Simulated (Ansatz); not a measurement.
`C[CH2][SnH3]` → `[SnH4]` + ethylene at 600 K and 1 bar (β-hydride elimination).

Computed with Ansatz on PBE0-D4/def2-TZVP structures; ΔE is electronic, products minus reactants. CBS: MP2 limit from def2 TZ/QZ plus the TZ coupled-cluster correction, frozen cores. This one scheme is used for every species. def2 core potentials past Kr. For Sn outer-core shells are correlated without core-valence functions, which leaves a few kJ/mol of doubt a bond.

```
       species  CCSD(T)/CBS energy (Eh)  H − E (kJ/mol)  S (J/(mol·K))
`C[CH2][SnH3]`               -294.92046           279.1          412.2
      `[SnH4]`               -216.39156            98.5          271.3
         `C=C`                -78.48111           161.6          257.2
```

H − E and S are ideal-gas, rigid-rotor, harmonic terms from PBE0-D4/def2-TZVP. 1 Eh = 2625.50 kJ/mol, R = 8.31446 J/(mol·K).

By hand: ΔE, ΔH, ΔS and ΔG.

ΔE = (-216.39156) + (-78.48111) − (-294.92046) = 0.04779 Eh = 125.5 kJ/mol. Δ(H − E) = 98.5 + 161.6 − 279.1 = -19.0, so ΔH = 106.5 kJ/mol. ΔS = 271.3 + 257.2 − 412.2 = 116.3 J/(mol·K). ΔG = 106.5 − 600 × (116.3)/1000 = 36.7 kJ/mol.

By hand: the equilibrium constant, and the temperature at which ΔG would vanish if ΔH and ΔS stayed fixed.

log₁₀ K = −ΔG/(RT ln 10) = -3.2. ΔG = 0 at ΔH/ΔS = 916 K.

The number of gas molecules changes by +1, which sets the sign of ΔS. A doubt of 5 kJ/mol in ΔE shifts log₁₀ K by 0.4 here. These are equilibria of isolated gas molecules and say nothing of rates. Largest T1 diagnostic: 0.013 (customary marks: 0.02 for closed shells, 0.045 for open ones).
